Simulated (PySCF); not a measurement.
OsF₄ (quintet). Method: UPBE0 in PySCF with Os def2-SVP with ECP60, F def2-SVP; scalar-relativistic core potentials, no spin–orbit coupling; density-fitted integrals.

Harmonic bands of its minimum:

```json
{"ω (cm⁻¹)": "67", "IR (km/mol, summed over degenerate members)": "0.0", "degeneracy": "1"}
{"ω (cm⁻¹)": "164", "IR (km/mol, summed over degenerate members)": "28.8", "degeneracy": "1"}
{"ω (cm⁻¹)": "241", "IR (km/mol, summed over degenerate members)": "19.2", "degeneracy": "2"}
{"ω (cm⁻¹)": "247", "IR (km/mol, summed over degenerate members)": "0.0", "degeneracy": "1"}
{"ω (cm⁻¹)": "680", "IR (km/mol, summed over degenerate members)": "0.0", "degeneracy": "1"}
{"ω (cm⁻¹)": "715", "IR (km/mol, summed over degenerate members)": "402", "degeneracy": "2"}
{"ω (cm⁻¹)": "721", "IR (km/mol, summed over degenerate members)": "0.0", "degeneracy": "1"}
```

Task: The central atom is Os. Infer the point group and assign the bands.

Result: D4h. The modes span b2u + a2u + 2eu + b2g + b1g + a1g: 67 b2u, 164 a2u, 241 eu, 247 b2g, 680 b1g, 715 eu, 721 a1g. The computed geometry has Os–F 1.864 Å (×4); F–Os–F 90.0° (×4), F–Os–F 180.0° (×2).

Only a few start shapes were tried, so a lower isomer may exist. Other spin states or occupations of the open shell can lie lower. With an element this heavy the missing spin–orbit coupling can shift these numbers.
